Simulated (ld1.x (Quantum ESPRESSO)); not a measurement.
**Building the PAW potential for Mg (Z = 12) (PBE, scalar-relativistic).**

Input for ld1.x (Quantum ESPRESSO) 7.5:

```
&input
   title='Mg', zed=12., rel=1, dft='PBE', iswitch=3,
   config='[Ne] 3s2 3p0 3d-2',
   nld=3, rlderiv=1.60, eminld=-8.0, emaxld=5.0, deld=0.04
 /
 &inputp
   pseudotype=3, lpaw=.true., tm=.true., lloc=-1, rcloc=1.45,
   nlcc=.true., new_core_ps=.true., rcore=1.35,
   which_augfun='BESSEL', rmatch_augfun=0.90,
   file_pseudopw='Mg.UPF', file_wfcaegen='ae.wfc', file_wfcncgen='nc.wfc', file_beta='beta', file_chi='chi', file_wfcusgen='us.wfc'
 /
5
2S  1  0   2.00   0.00  1.25  1.40  0.0
3S  2  0   2.00   0.00  1.25  1.40  0.0
2P  2  1   6.00   0.00  1.10  1.45  0.0
3P  3  1   0.00   0.00  1.10  1.45  0.0
3D  3  2  -2.00   0.10  1.00  1.35  0.0
 &test
   configts(1)='2s2 2p6 3s2 3p0'
 /
```

Command:

```bash
ld1.x < Mg.in > Mg.out
```

The program printed (shortened: banner, matrices, multipoles, cross overlaps and the repeated all-electron block are left out):

```
Program LD1 v.7.5

     !!!!!!!!!!!!!!!!!!! WARNING !!!!!!!!!!!!!!!!!!!!!!!
     Message from routine ld1_readin:
     US requires at least two energies per channel 3D
     !!!!!!!!!!!!!!!!!!!!!!!!!!!!!!!!!!!!!!!!!!!!!!!!!!!
     --------------------------- All-electron run ----------------------------

     Mg
     scalar relativistic calculation

     atomic number is 12.00
     dft =PBE   lsd =0 sic =0 latt =0  beta=0.20 tr2=1.0E-14
     Exchange-correlation= PBE
                           (   1   4   3   4   0   0   0)
     mesh =1129 r(mesh) = 100.99726 a.u. xmin = -7.00 dx = 0.01250
     1 Ry =  13.60569312 eV, c = 137.03599908

     n l     nl                  e(Ry)          e(Ha)          e(eV)
     1 0     1S 1( 2.00)       -92.5826       -46.2913     -1259.6501
     2 0     2S 1( 2.00)        -5.8685        -2.9343       -79.8453
     2 1     2P 1( 6.00)        -3.4260        -1.7130       -46.6137
     3 0     3S 1( 2.00)        -0.3458        -0.1729        -4.7054
     3 1     3P 1( 0.00)        -0.0978        -0.0489        -1.3300

     final scf error:  8.8E-15 reached in  33 iterations

     Etot =    -400.560618 Ry,    -200.280309 Ha,   -5449.904849 eV

     Ekin =     401.022627 Ry,     200.511314 Ha,    5456.190804 eV
     Encl =    -960.774890 Ry,    -480.387445 Ha,  -13072.008314 eV
     Eh   =     191.866635 Ry,      95.933317 Ha,    2610.478556 eV
     Exc  =     -32.674991 Ry,     -16.337495 Ha,    -444.565895 eV

     normalization and overlap integrals

     s(1S/1S) =  1.000000  <r> =   0.1306  <r2> =    0.0230  r(max) =   0.0854
     s(2S/2S) =  1.000000  <r> =   0.6972  <r2> =    0.5856  r(max) =   0.5434
     s(2P/2P) =  1.000000  <r> =   0.6894  <r2> =    0.6113  r(max) =   0.4796
     s(3S/3S) =  1.000000  <r> =   3.1504  <r2> =   11.6544  r(max) =   2.5602
     s(3P/3P) =  1.000000  <r> =   4.5936  <r2> =   25.5117  r(max) =   3.4559

     ------------------------ End of All-electron run ------------------------

     --------------------- Generating PAW atomic setup --------------------

      Generating local potential from pseudized AE potential:
      Matching radius rcloc =   1.4500

      Local pseudo, rcloc= 1.441 Estimated cut-off energy=    11.61 Ry

      Computing core charge for nlcc:

       r > 1.35 : true rho core
      Core charge pseudized with two Bessel functions
      Integrated core pseudo-charge :   0.00
      Wfc-us  2S rcutus= 1.405  Estimated cut-off energy=    27.53 Ry
      Wfc-us  3S rcutus= 1.405  Estimated cut-off energy=    58.12 Ry
      Wfc-us  2P rcutus= 1.441  Estimated cut-off energy=    40.40 Ry
      Wfc-us  3P rcutus= 1.441  Estimated cut-off energy=    78.47 Ry
      Wfc-us  3D rcutus= 1.337  Estimated cut-off energy=    57.50 Ry

     Required augmentation: BESSEL   radius:    0.900000
     Suggested rho cutoff for augmentation: 120.64 Ry

     Estimated PAW energy = -141.290357 Ryd

     ------------------- End of pseudopotential generation -------------------

     Computing logarithmic derivative in   1.60218
     Computing logarithmic derivative in   1.60218
     Computing the partial wave expansion
     R is outside the sphere for l=    0 j= 0.00
     R is outside the sphere for l=    0 j= 0.00
     R is outside the sphere for l=    1 j= 0.00
     R is outside the sphere for l=    1 j= 0.00
     R is outside the sphere for l=    2 j= 0.00

     ---------------------- Testing the pseudopotential ----------------------

     Mg
     scalar relativistic calculation

     atomic number is 12.00   valence charge is 10.00
     dft = SLA  PW   PBX  PBC   lsd =0 sic =0 latt =0  beta=0.20 tr2=1.0E-14
     mesh =1129 r(mesh) = 100.99726 xmin = -7.00 dx = 0.01250

     n l     nl             e AE (Ry)        e PS (Ry)    De AE-PS (Ry)
     1 0     2S   1( 2.00)       -5.86852       -5.86847       -0.00005
     2 1     2P   1( 6.00)       -3.42605       -3.42599       -0.00005
     2 0     3S   1( 2.00)       -0.34584       -0.34584       -0.00001
     3 1     3P   1( 0.00)       -0.09776       -0.09775       -0.00000

     eps = 2.7E-16  iter =  6

     Etot =    -400.560618 Ry,    -200.280309 Ha,   -5449.904849 eV
     Etotps =  -141.290346 Ry,     -70.645173 Ha,   -1922.353088 eV

     Ekin =     130.971307 Ry,      65.485654 Ha,    1781.955413 eV
     Encl =    -338.303372 Ry,    -169.151686 Ha,   -4602.851865 eV
     Ehrt =      98.716793 Ry,      49.358397 Ha,    1343.110397 eV
     Ecxc =     -32.675074 Ry,     -16.337537 Ha,    -444.567033 eV
     (Ecc =      -0.000000 Ry,      -0.000000 Ha,      -0.000000 eV)

     ---------------------- End of pseudopotential test ----------------------
```

Generation and configuration tests took about 0.81 s on one core of a shared server CPU.

Transferability test of the new file with ld1.x, input:

```
&input
   title='Mg', zed=12., rel=1, dft='PBE', iswitch=2,
   config='[Ne] 3s2 3p0 3d-2'
 /
 &test
   file_pseudo='Mg.UPF', nconf=8,
   configts(1)='2s2 2p6 3s2 3p0',
   configts(2)='2s2 2p6 3s1 3p0',
   configts(3)='2s2 2p6 3s0 3p0',
   configts(4)='2s2 2p6 3s1.5 3p0',
   configts(5)='2s2 2p6 3s0 3p2',
   configts(6)='2s2 2p6 3s0 3p1',
   configts(7)='2s2 2p5 3s2 3p0',
   configts(8)='2s1 2p6 3s2 3p0'
 /
```

```bash
ld1.x < Mg.test.in > Mg.test.out
```

Pseudopotential blocks of its output, shortened (energy terms left out):

```
     ---------------------- Testing the pseudopotential ----------------------

     n l     nl             e AE (Ry)        e PS (Ry)    De AE-PS (Ry)
     1 0     2S   1( 2.00)       -5.86852       -5.86847       -0.00005
     2 1     2P   1( 6.00)       -3.42605       -3.42599       -0.00005
     2 0     3S   1( 2.00)       -0.34584       -0.34584       -0.00001
     3 1     3P   1( 0.00)       -0.09776       -0.09775       -0.00000

     eps = 2.7E-16  iter =  6

     Etot =    -400.560618 Ry,    -200.280309 Ha,   -5449.904849 eV
     Etotps =  -141.290346 Ry,     -70.645173 Ha,   -1922.353088 eV

     ---------------------- End of pseudopotential test ----------------------
```

The test run then stopped with an error in new_paw_hamiltonian: “negative rho”.
